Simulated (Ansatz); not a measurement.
Job for Ansatz (a quantum-chemistry and plane-wave program): R-CCSD(T)/cc-pV(Q+d)Z on AlH (SMILES [AlH]). The basis file is the Basis Set Exchange's JSON of that set.

Ansatz 0.2 input:
```yaml
crystal:
  periodic: [false, false, false]
  atoms:
    - {symbol: Al, position_ang: [-0.00952037, -0.01914422, -0.83065217]}
    - {symbol: H, position_ang: [0.00952037, 0.01914422, 0.83065217]}
basis:
  gaussian:
    orbitals: cc-pV_Q+d_Z.json
magnetization: {spin_polarized: false}
correlation: {method: ccsd_t, electrons: outside_noble_gas}
scf: {lower_state_search: off}
```

### Question
Predict the final total energy.

### Answer
-242.5504 hartree (reference determinant -242.4641, T1 diagnostic 0.014).
